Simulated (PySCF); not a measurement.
Constitutional and geometric isomers with formula CH3BSi. Isolated molecules, 0 K electronic values unless said otherwise. Strings in code marks are SMILES.

The HOMO–LUMO gap from two functionals at the same geometries (B3LYP-D3(BJ)/def2-TZVP), both in PySCF: PBE-D3(BJ)/def2-TZVP and B3LYP-D3(BJ)/def2-TZVP. B3LYP has the VWN-RPA correlation part, as in Gaussian. 

```json
[
 {"species": "`B1=C[SiH2]1`", "PBE-D3(BJ)/def2-TZVP (eV)": "2.66"},
 {"species": "`B1C=[SiH]1`", "PBE-D3(BJ)/def2-TZVP (eV)": "3.58"},
 {"species": "`B=C=[SiH2]`", "PBE-D3(BJ)/def2-TZVP (eV)": "2.16"}
]
```

Q: What does B3LYP-D3(BJ)/def2-TZVP give for each?

A: 
- `B1=C[SiH2]1`: 4.16
- `B1C=[SiH]1`: 5.15
- `B=C=[SiH2]`: 3.61
Over these rows, drawn at random from the members with no instability flagged (it was tested for open shells, ions and some series alone), PBE minus B3LYP-D3(BJ): mean -1.51 eV, from -1.57 eV to -1.45 eV.
